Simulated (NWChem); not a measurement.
System: CH$_{3}$ClF$_{2}$Sn; SMILES [CH3][Sn]([F])([F])[Cl]

NWChem input:

```
start job
memory heap 200 mb stack 900 mb global 1100 mb
geometry units angstroms
  C     -2.372505    -0.121949     0.165913
  Sn    -0.183322     0.075007     0.077512
  F      0.487343     0.045766     1.948102
  F      0.217126     1.925837    -0.525163
  Cl     1.268918    -1.253841    -1.093651
  H     -2.629045    -1.058983    -0.312611
  H     -2.780341     0.731698    -0.362322
  H     -2.639862    -0.113490     1.216033
end
basis spherical
  * library def2-svp
end
ecp
  Sn library def2-ecp
end
dft
  xc pbe0
  iterations 150
end
driver
  maxiter 120
end
task dft optimize
```

Parts of the log:

```
             Northwest Computational Chemistry Package (NWChem) 7.3.0
             --------------------------------------------------------

 C1  symmetry detected

                             Geometry "geometry" -> ""
                             -------------------------

 Output coordinates in angstroms (scale by  1.889725989 to convert to a.u.)

  No.       Tag          Charge          X              Y              Z
 ---- ---------------- ---------- -------------- -------------- --------------
    1 C                    6.0000    -1.64636514    -1.66732076    -0.04864472
    2 Sn                  50.0000    -0.02035438    -0.18646474    -0.00086320
    3 F                    9.0000     1.19117862    -0.59172755    -1.52326372
    4 F                    9.0000     1.09527832    -0.58877174     1.59370890
    5 Cl                  17.0000    -0.23873824     2.09360549    -0.00786826
    6 H                    1.0000    -2.56530772    -1.12741623    -0.24068203
    7 H                    1.0000    -1.65152842    -2.15078322     0.92105266
    8 H                    1.0000    -1.40681621    -2.36143884    -0.84558871

 Effective nuclear repulsion energy (a.u.)     652.6944915399

                                Z-matrix (autoz)
                                --------

 Units are Angstrom for bonds and degrees for angles

[...]

      ----------------------
      Optimization converged
      ----------------------

  Step       Energy      Delta E   Gmax     Grms     Xrms     Xmax
  ---- ---------------- -------- -------- -------- -------- --------
@   15    -913.47818334 -1.5D-07  0.00002  0.00001  0.00062  0.00137
                                     ok       ok       ok       ok

                                Z-matrix (autoz)
                                --------

 Units are Angstrom for bonds and degrees for angles

      Type          Name      I     J     K     L     M      Value     Gradient
      ----------- --------  ----- ----- ----- ----- ----- ---------- ----------
    1 Stretch                  1     2                       2.11935   -0.00001
    2 Stretch                  1     6                       1.09719   -0.00000
    3 Stretch                  1     7                       1.09776   -0.00001
    4 Stretch                  1     8                       1.09777   -0.00000
    5 Stretch                  2     3                       1.92552    0.00000
    6 Stretch                  2     4                       1.92551    0.00001
    7 Stretch                  2     5                       2.32376    0.00002
    8 Bend                     1     2     3               111.76575    0.00001
    9 Bend                     1     2     4               111.75856    0.00000
   10 Bend                     1     2     5               116.48280    0.00000
   11 Bend                     2     1     6               108.96536   -0.00000
   12 Bend                     2     1     7               107.97406   -0.00000
   13 Bend                     2     1     8               107.97860   -0.00000
   14 Bend                     3     2     4               103.32999   -0.00000
   15 Bend                     3     2     5               106.24364   -0.00001
   16 Bend                     4     2     5               106.24646   -0.00000
   17 Bend                     6     1     7               110.63523   -0.00000
   18 Bend                     6     1     8               110.63761    0.00000
   19 Bend                     7     1     8               110.55739    0.00000
   20 Torsion                  3     2     1     6        -122.39723    0.00000
   21 Torsion                  3     2     1     7         117.38733    0.00000
   22 Torsion                  3     2     1     8          -2.17625   -0.00000
   23 Torsion                  4     2     1     6         122.34654   -0.00000
   24 Torsion                  4     2     1     7           2.13109    0.00000
   25 Torsion                  4     2     1     8        -117.43248   -0.00000
   26 Torsion                  5     2     1     6          -0.02424   -0.00000
   27 Torsion                  5     2     1     7        -120.23969    0.00000
   28 Torsion                  5     2     1     8         120.19673   -0.00000

                         Geometry "geometry" -> "geometry"
                         ---------------------------------

 Output coordinates in angstroms (scale by  1.889725989 to convert to a.u.)

[...]
```

Level: PBE0/def2-SVP with def2 effective core potentials on Sn. No frequency run checked for a minimum. def2 effective core potentials on Sn; no spin-orbit coupling.
